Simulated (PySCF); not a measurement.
Cl₂HSbTe. Atoms are numbered in the order given.

```xyz
5

Sb    -0.4959     0.5141     0.8000
Cl    -2.3733    -0.1632    -0.5280
Cl     0.0291     2.5669    -0.3327
Te     1.2060    -1.2724    -0.5143
H      2.4281    -0.9158     0.5754
```

Geometry optimised at B3LYP-D3(BJ)/def2-SVP. The structure was generated by enumeration; whether it is a known compound was not checked. The def2 effective core potentials stand for the cores of Sb, Te; spin–orbit coupling is left out.

Computed with TDA-M06-2X/def2-SVPD run with PySCF.

Vertical excitations. 

```json
[
 {"state": "S1", "energy (eV)": "3.43", "λ (nm)": "361", "f": "0.003", "main pairs": "HOMO→LUMO 86 %"},
 {"state": "S2", "energy (eV)": "4.20", "λ (nm)": "295", "f": "0.007", "main pairs": "HOMO→LUMO+1 65 %, HOMO→LUMO+2 16 %, HOMO→LUMO 10 %"},
 {"state": "S3", "energy (eV)": "4.38", "λ (nm)": "283", "f": "0.012", "main pairs": "HOMO→LUMO+2 37 %, HOMO−1→LUMO 34 %, HOMO→LUMO+1 25 %"},
 {"state": "S4", "energy (eV)": "4.59", "λ (nm)": "270", "f": "0.020", "main pairs": "HOMO−1→LUMO+1 68 %, HOMO→LUMO+2 16 %"},
 {"state": "S5", "energy (eV)": "4.75", "λ (nm)": "261", "f": "0.009", "main pairs": "HOMO−1→LUMO+2 75 %"},
 {"state": "S6", "energy (eV)": "4.95", "λ (nm)": "251", "f": "0.019", "main pairs": "HOMO→LUMO+3 83 %"},
 {"state": "S7", "energy (eV)": "5.50", "λ (nm)": "226", "f": "0.573", "main pairs": "HOMO−1→LUMO 38 %, HOMO→LUMO+2 17 %, HOMO−1→LUMO+1 17 %, HOMO−1→LUMO+2 7 %"},
 {"state": "S8", "energy (eV)": "5.85", "λ (nm)": "212", "f": "0.003", "main pairs": "HOMO−2→LUMO+1 35 %, HOMO−3→LUMO 26 %, HOMO−3→LUMO+1 18 %, HOMO−3→LUMO+2 7 %"},
 {"state": "S9", "energy (eV)": "5.96", "λ (nm)": "208", "f": "0.013", "main pairs": "HOMO−2→LUMO+2 38 %, HOMO−2→LUMO 38 %, HOMO−3→LUMO+1 9 %"},
 {"state": "S10", "energy (eV)": "6.12", "λ (nm)": "203", "f": "0.037", "main pairs": "HOMO−4→LUMO+1 49 %, HOMO−4→LUMO 26 %"},
 {"state": "T1", "energy (eV)": "3.02", "λ (nm)": "410", "f": "0", "main pairs": "HOMO→LUMO 81 %"},
 {"state": "T2", "energy (eV)": "3.30", "λ (nm)": "376", "f": "0", "main pairs": "HOMO−1→LUMO 84 %"},
 {"state": "T3", "energy (eV)": "3.76", "λ (nm)": "330", "f": "0", "main pairs": "HOMO−1→LUMO+2 48 %, HOMO→LUMO+2 24 %, HOMO−1→LUMO+1 13 %"},
 {"state": "T4", "energy (eV)": "4.02", "λ (nm)": "309", "f": "0", "main pairs": "HOMO−1→LUMO+1 46 %, HOMO→LUMO+1 27 %, HOMO−1→LUMO+2 12 %"}
]
```
Triplets are in the Tamm–Dancoff approximation.
